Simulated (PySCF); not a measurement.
Species: C₂H₉BN₂.
SMILES: `[H]/N=C\C[NH2+][BH3-]`

A linear-response calculation (PySCF, def2-SVPD basis, gas phase, vertical, core orbitals frozen in the response) gave these numbers; the functional is withheld.

Orbital energies (eV): HOMO-3 -9.77, HOMO-2 -8.48, HOMO-1 -7.97, HOMO -7.91, LUMO -1.22, LUMO+1 -0.13, LUMO+2 0.62.

| state | E (eV) | f | main configurations (H = HOMO, L = LUMO) |
| --- | --- | --- | --- |
| S1 | 5.09 | 0.0031 | H-2→L (61%), H→L (38%) |
| S2 | 5.93 | 0.029 | H-1→L (100%) |
| S3 | 6.00 | 0.0003 | H→L (62%), H-2→L (38%) |
| S4 | 6.62 | 0.021 | H→L+1 (98%) |
| S5 | 6.68 | 0.012 | H-1→L+1 (98%) |
| S6 | 7.30 | 0.0047 | H-2→L+1 (96%) |

Triplets, Tamm–Dancoff:

```json
{"state": "T1", "E (eV)": "4.26", "λ (nm)": "290.9", "main configurations (H = HOMO, L = LUMO)": "H-2→L (71%), H→L (26%)"}
{"state": "T2", "E (eV)": "4.89", "λ (nm)": "253.6", "main configurations (H = HOMO, L = LUMO)": "H-3→L (91%)"}
{"state": "T3", "E (eV)": "5.89", "λ (nm)": "210.6", "main configurations (H = HOMO, L = LUMO)": "H-1→L (97%)"}
{"state": "T4", "E (eV)": "5.96", "λ (nm)": "208.0", "main configurations (H = HOMO, L = LUMO)": "H→L (74%), H-2→L (26%)"}
```

Vertical ionisation energy by ΔSCF with the same functional: 10.43 eV. Mean static polarisability: 61.8 au.

Task: Name the functional.
A. CAM-B3LYP
B. PBE
C. PBE0
D. HF

Result: C. PBE0 is a global hybrid with 25% exact exchange. In this run −ε(HOMO) = 7.91 eV differs from the ΔSCF value by -2.52 eV, and S1 differs from the orbital gap of 6.69 eV by -1.60 eV. The ratio −ε(HOMO)/IP is 0.76. Usual ranges for neutral molecules in this basis: 0.7 to 0.83 with PBE0, 0.5 to 0.7 with PBE, 0.85 to 0.93 with CAM-B3LYP; with Hartree–Fock the ratio is 1 or more (Koopmans' value less the relaxation energy is the ΔSCF value). The other options: PBE, a GGA without exact exchange; HF, time-dependent Hartree–Fock, 100% exact exchange; CAM-B3LYP, range-separated, 19% exact exchange at short range and 65% at long range (ω = 0.33 bohr⁻¹).

Level of theory: TDDFT PBE0/def2-SVPD, vertical, gas phase, core orbitals frozen in the response in PySCF 2.14.0, density-fitted response routines. Isolated species at its PBE0-D3(BJ)/def2-SVP geometry (one conformer only).

Shape of the structure used: `[H]/[N:5]=[CH:4]\[CH2:3][NH2+:2][BH3-:1]`: B1–N2–C3–C4 180°, N2–C3–C4–N5 179°.
